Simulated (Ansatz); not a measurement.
Input for Ansatz (development build ahead of 0.2.0):

```yaml
crystal:
  periodic: [false, false, false]
  atoms:
    - { symbol: B, position_ang: [-0.51714, -0.11101, 0.42494] }
    - { symbol: F, position_ang: [0.36308, -0.79139, 1.0687] }
    - { symbol: F, position_ang: [1.20329, 0.29291, -0.92471] }
    - { symbol: F, position_ang: [-1.28621, 0.60574, -0.38112] }
basis:
  gaussian: { orbitals: def2-SVP }
total_charge: 1
magnetization:
  spin_polarized: true
  initial_magnetization: 1
hamiltonian:
  xc: hf
output:
  forces: true
```

The input is written out in the form of the current development build from the run's settings.

Results

* Converged: yes
* Total energy: -322.39314 hartree
* Spin squared of the determinant: 0.753
* Stability test: minimum

Forces (eV/Å):
| atom | Fx | Fy | Fz |
| --- | --- | --- | --- |
| B1 | 0.539 | 1.103 | -2.328 |
| F2 | -3.696 | 2.094 | -1.478 |
| F3 | 0.235 | 0.161 | -0.330 |
| F4 | 2.922 | -3.358 | 4.137 |
